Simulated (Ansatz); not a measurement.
Isomers of C2H5AlF2, relaxed with PBE0-D4/def2-TZVP in Ansatz; electronic energies, one conformer each and not always the lowest. Functionals use def2-TZVPP; CBS adds triple-zeta CCSD(T) − MP2 to the MP2 limit of def2-TZVPP and def2-QZVPP.

Question: Order them by energy at frozen-core CCSD(T)/CBS, lowest first. (Best estimate.)
A. `[CH3][Al]([F])[CH2]F`
B. `[CH3][AlH][CH](F)F`
C. `C[CH2][Al]([F])[F]`

Answer: C (0.0 kcal/mol), A (59.6 kcal/mol), B (122.2 kcal/mol).

Question: How do ωB97M-V, r2SCAN-D4, PBE0-D4, B2PLYP place them (kcal/mol, against `C[CH2][Al]([F])[F]`)? (Estimate.)

Answer: Computed: 
```csv
isomer,ωB97M-V,r2SCAN-D4,PBE0-D4,B2PLYP
`[CH3][AlH][CH](F)F`,116.8,117.7,115.5,120.1
`[CH3][Al]([F])[CH2]F`,56.7,57.3,56.3,58.3
```
